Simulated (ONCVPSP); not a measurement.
beryllium: variants of one ONCV potential

Base potential:

beryllium, optimised norm-conserving Vanderbilt (ONCV), made with ONCVPSP 4.0.1 (PBEsol, non-relativistic). Core none, reference 1s2 2s2. Waves: 1s+2s: rc 0.80 bohr, ncon 4, nbas 8, qcut 16.2 1/bohr, 2 projectors; p scattering state at 0.32 Ha: rc 0.65 bohr, ncon 4, nbas 8, qcut 12.2 1/bohr, 2 projectors, debl 2.5 Ha; d scattering state at 0.18 Ha: rc 0.70 bohr, ncon 3, nbas 6, qcut 12.8 1/bohr, 2 projectors, debl 2.5 Ha. Local part: polynomial inside 0.60 bohr (lpopt 3, dvloc0 0 Ha). Core correction: none.

Cutoffs, loose and tight: the cutoffs (Ha) at which the residual kinetic energy of the hardest occupied pseudo-wave falls to 1 and 0.1 mHa per electron. They do not see the model core or the augmentation charge, which bear on the density cutoff. Test errors are all-electron minus pseudo excitation energies from the reference, over the configurations 1s2 2s1; 1s2 2s0; 1s2 2s1.5; 1s2 2s1 2p1. A dash means not determined; rows that change the core or the reference have their own tests.

```csv
change,outcome,"cutoff, loose","cutoff, tight",bound ghosts,GHOST(+) flags above zero,largest test error (meV)
base,generated,90 Ha,106 Ha,none,none,+3.1
"core [He], valence charge 2; reference 2s2; waves now 2s: rc 1.70 bohr, ncon 4, nbas 9, qcut 4.8 1/bohr, 2 projectors, debl 0.5 Ha; p scattering state at 0.19 Ha: rc 1.60 bohr, ncon 5, nbas 9, qcut 5.1 1/bohr, 1 projector; d scattering state at 0.07 Ha: rc 1.30 bohr, ncon 5, nbas 8, qcut 6.9 1/bohr, 2 projectors, debl 1 Ha; local potential polynomial inside 0.90 bohr (lpopt 2, dvloc0 0 Ha); core correction Teter function fitted to the true core (icmod 2), fcfact 0.25","generated, projector energies reset by the program",6.5 Ha,9.0 Ha,none,d,+13
functional PBE,generated,90 Ha,106 Ha,none,none,+3.3
"all radii scaled by about 0.77 (s 0.62, p 0.50, d 0.54 bohr); local potential polynomial inside 0.46 bohr (lpopt 3, dvloc0 0 Ha)",generated,112 Ha,151 Ha,none,"p, d",+2.0
p: debl 0.5,generated,90 Ha,106 Ha,none,p,+3.1
d: nbas 7,generated,90 Ha,106 Ha,none,none,+3.1
p: rc 0.74,generated,90 Ha,106 Ha,none,none,+3.1
p: rc 0.92,generated,90 Ha,106 Ha,none,none,+3.1
"d: ncon 4, nbas 7",generated,90 Ha,106 Ha,none,none,+3.1
d: qcut 13.9,generated,90 Ha,106 Ha,none,none,+3.1
```
